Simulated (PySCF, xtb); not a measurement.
ClHSi, SMILES [SiH]Cl (connectivity only; charge and spin as stated), charge -1, multiplicity 2.

Harmonic wavenumbers (cm⁻¹) from xtb with GFN2-xTB at its own minimum, in rising order: 138, 522, 1576.

Problem. What does PBE0-D3(BJ)/def2-TZVPD (PySCF) give at its own minimum? (Estimate from the structure and the level; the computed values follow.)

Solution. 366, 723, 1883. Paired by order, the mean absolute difference is 246 cm⁻¹ and the zero-point energies are 3.2 and 4.2 kcal/mol.
